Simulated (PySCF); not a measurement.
## Electron correlation in P⁻ (phosphorus, charge -1)

[Ne] 3s2 3p4, high-spin 3P determinant. Computed with PySCF 2.14 in aug-cc-pwCVTZ (8s7p5d3f, 75 functions), with the non-relativistic Hamiltonian (point nucleus). Frozen: [Ne]; 6 electrons correlated.

```
  level  correlation energy (mhartree)
   CCSD                        -134.96
    (T)                          -6.70
CCSD(T)                        -141.66
```

Diagnostics: T1 = 0.014, D1 = 0.0352, largest double amplitude 0.048.

Is a single reference adequate?

Yes: T1 lies below 0.03 and no double amplitude reaches 0.07.
